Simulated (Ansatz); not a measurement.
H9NOSi3, SMILES `O[SiH2]N[SiH2][SiH3]` at its PBE0-D4/def2-TZVP geometry, where that method's forces vanish. The species carries charge 0 and has multiplicity 1.

```xyz
14

O    -0.0411   -2.7705   -0.6821
Si    0.5519   -1.6975    0.4137
N    -0.6132   -0.6216    1.0726
Si   -0.8808    1.0521    0.7139
Si    0.5218    1.7853   -1.0132
H    -0.4304   -2.4186   -1.4840
H     1.5821   -0.8235   -0.2070
H     1.1149   -2.5647    1.4718
H    -1.2681   -1.0324    1.7257
H    -2.2942    1.2724    0.2879
H    -0.6695    1.9117    1.9144
H     0.4130    0.8949   -2.2023
H     1.9475    1.8652   -0.6024
H     0.0660    3.1470   -1.4089
```

Q: What forces (eV/Å) does r2SCAN-D4/def2-TZVPP give on these atoms in Ansatz 0.2.0? (Best estimate.)

A: The calculation gave: 
```
O1  -0.005 -0.057 -0.009
Si2  0.078 -0.013  0.021
N3   0.010  0.004  0.004
Si4 -0.023  0.056 -0.002
Si5  0.012  0.025 -0.013
H6  -0.014  0.008 -0.029
H7  -0.013 -0.024  0.027
H8  -0.010  0.016 -0.026
H9  -0.028 -0.018  0.029
H10  0.016  0.006  0.011
H11 -0.011 -0.002 -0.015
H12  0.006  0.018  0.016
H13 -0.027  0.005 -0.017
H14  0.010 -0.023  0.004
```
